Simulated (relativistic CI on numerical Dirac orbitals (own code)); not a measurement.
## One change at a time: Pt55+

Base calculation: Dirac-Coulomb-Breit CI, KLI orbitals optimised for each configuration, a model potential for QED, unscaled Slater integrals.

Configuration list (outside the closed core [Ne]): 3s2.3p6.3d5, 3s2.3p5.3d6, 3s2.3p4.3d7, 3s.3p6.3d6, 3p6.3d7, 3s.3p5.3d7, 3s2.3p6.3d4.4s, 3s2.3p6.3d4.4p, 3s2.3p4.3d6.4s, 3s2.3p5.3d5.4s, 3s2.3p6.3d4.4f, 3p6.3d6.4s, 3s2.3p6.3d3.4s2, 3s2.3p6.3d4.5s, 3p6.3d5.4s2. Levels of other configurations are missing.

Variants: (1) configuration mixing switched off. Shifts of the energy above 3s2.3p6.3d5 2D_5/2, in eV, for the lowest level and the first level of each name with at least 55 % of one term (blank where a level changes its place among those of its configuration and J or its character, or is not in the variant):

```csv
Level,Base,Δ(1)
3s2.3p6.3d5 2D_5/2,0.000,0.000
3s2.3p6.3d5 2D_3/2,126.028,+0.690
3s2.3p6.3d5 4G_9/2,178.992,-1.570
3s2.3p6.3d5 2I_13/2,182.301,-2.437
3s2.3p6.3d5 4D_1/2,184.552,-0.661
3s2.3p6.3d5 2G_7/2,195.299,-0.833
3s2.3p6.3d5 4F_5/2,197.563,-0.275
3s2.3p6.3d5 2P_3/2,231.316,+0.657
3s2.3p5.3d6 4H°_13/2,508.661,-3.053
3s2.3p5.3d6 4I°_15/2,517.763,-3.334
```

At this charge energies of transitions that change n are usually good to better than 1 %, and those within a shell (Δn = 0) to a few per cent.

Ionisation energy from the two ground configurations alone: base 5409.78 eV. The NIST ASD value (theoretical) is 5410 eV.

LS names give the leading component of a level, which can be under half, so a name can repeat, a term be missing and a line seem to break the LS rules.
